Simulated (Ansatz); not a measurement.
Stepwise reaction of `C[NH][Al]([OH])[OH]` with hydrogen, as a gas-phase model of exchange steps in deposition or etching. ΔE in kJ/mol.

Program: Ansatz. Geometries: PBE0-D4/def2-TZVP. ΔE: electronic, gas phase. CCSD(T)/CBS is the MP2 limit (def2-TZVPP, def2-QZVPP) plus CCSD(T) − MP2 in def2-TZVPP, frozen cores. This one scheme is used for every species. Functionals use def2-TZVPP. B3LYP here is the variant with VWN-RPA as its local correlation; programs differ in this. Each species was taken in one conformer, which may not be the lowest.

| step | reaction | PBE-D4 | B3LYP-D4 | ωB97M-V | CCSD(T)/CBS |
| --- | --- | --- | --- | --- | --- |
| 1 | `C[NH][Al]([OH])[OH]` + H₂ → `C[NH][AlH][OH]` + H₂O | 104.7 | 112.7 | 110.6 | 111.5 |

Problem. Give the row of step 2, `C[NH][AlH][OH]` + H₂ → `C[NH][AlH2]` + H₂O. (Best estimate.)

Solution. The calculation gave: 
```csv
step,reaction,PBE-D4,B3LYP-D4,ωB97M-V,CCSD(T)/CBS
2,`C[NH][AlH][OH]` + H₂ → `C[NH][AlH2]` + H₂O,108.8,115.9,114.3,114.2
```

Problem. By hand: ΔE of the 2 steps together at CCSD(T)/CBS.

Solution. (111.5) + (114.2) = 225.7 kJ/mol, or 112.8 kJ/mol a step.

In ΔE the steps differ by no more than 2.7 kJ/mol. All are uphill at CCSD(T)/CBS. PBE-D4 differs from CCSD(T)/CBS by -6.8 to -5.4 kJ/mol a step. Isolated molecules leave out the surface, adducts and barriers. Largest T1 diagnostic: 0.012.
